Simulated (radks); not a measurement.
Values are calculated unless marked as measured or tabulated.
N3+, configuration [He] 2s1.75 3s0.25 (fractional occupations, a model configuration). Level of theory: Dirac Kohn-Sham, PBE, spin-unpolarised, spherical densities, finite nucleus; Fermi nuclear charge, rms radius 2.5582 fm (a radial shooting solver on a logarithmic mesh with Libxc functionals).

Unscreened Slater integrals over Kohn-Sham orbitals (eV). Large and small components are both included.

F0(3s1/2,3s1/2): 8.5201
F0(3s1/2,2s1/2): 10.977
G0(3s1/2,2s1/2): 0.86031
F0(3s1/2,1s1/2): 12.604
G0(3s1/2,1s1/2): 0.52230
F0(2s1/2,2s1/2): 22.465
F0(2s1/2,1s1/2): 31.475
G0(2s1/2,1s1/2): 2.7098
F0(1s1/2,1s1/2): 112.08
